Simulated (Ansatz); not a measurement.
Mg₂I₃, relaxed as a doublet with UKS PBE-D4/def2-SVP in Ansatz, starting from the GFN2-xTB geometry. Force threshold 0.02 eV/Å.

In the def2 sets I takes a core potential; there is no spin–orbit coupling. The relaxation made no stability test and no search for a lower SCF solution. The structure comes from a short search, and lower isomers may exist.

Start:

```
atom   x (Å)   y (Å)   z (Å)
 Mg1  -0.262  -1.739   1.352
 Mg2  -0.591   2.324  -0.444
  I3   0.956   1.483  -2.459
  I4  -1.658   0.754   1.811
  I5   1.554  -2.821  -0.260
```

```csv
step,energy (eV),largest force component (eV/Å),SCF passes
1,-35184.7785,0.660,17
2,-35184.8996,0.164,20
3,-35184.9197,0.132,20
4,-35184.9835,0.421,24
5,-35185.0847,0.605,23
6,-35185.2374,0.634,23
7,-35185.4348,0.628,22
8,-35185.6669,0.611,18
9,-35185.8814,0.520,18
10,-35185.9930,0.270,19
11,-35186.0197,0.166,17
12,-35186.0357,0.113,18
13,-35186.0364,0.052,17
14,-35186.0366,0.004,17
```

Force components are those of the run's own axes.

End:

Cartesian coordinates in Å:
```
Mg 0.3291 -0.8584 0.0772
Mg -0.9902 2.5754 -0.2362
I 0.8139 1.0309 -1.8608
I -1.4069 0.5049 1.7175
I 1.2541 -3.2528 0.3023
```

Bonds formed: Mg1–I3 (atoms count from 1). The end is the same structure that another start reached, the lowest one found.

No frequencies were taken in this run, so the end may be a saddle point.

Hardware: 4 threads of Arm Neoverse V2 on a shared host. Wall time 25 s.
